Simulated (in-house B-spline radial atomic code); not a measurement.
## Binding energies in Si⁵⁺

NIST's tabulated ground configuration is [He] 2s2 2p5; each binding energy is the energy of the ion with one electron taken from that subshell, relaxed, less that of the parent. Method: Dirac-Hartree-Fock, average of configuration, Fermi nucleus of rms radius 3.1224 fm. Calculated with a B-spline radial code for spherical atoms. Energies include first-order Breit, QED and recoil terms.

| subshell | X-ray name | binding energy (eV) | -ε (eV) | relaxation (eV) |
| --- | --- | --- | --- | --- |
| 1s | K | 1962.8 | 1982.6 | 18.3 |
| 2s | L1 | 254.6 | 256.7 | 2.0 |
| 2p | L2,3 | 206.6 | 209.2 | 2.6 |

Relaxation = -ε minus the binding energy without Breit, QED and recoil terms.

Question: What does it cost to remove two 1s electrons?

Answer: 4126.3 eV, which is 200.6 eV more than the two single binding energies together.

Question: What does it cost to remove both a 2s and a 2p electron?

Answer: 500.09 eV, which is 38.92 eV more than the two single binding energies together.

Question: What does it cost to remove both a 1s and a 2p electron?

Answer: 2227.5 eV, which is 58.04 eV more than the two single binding energies together.
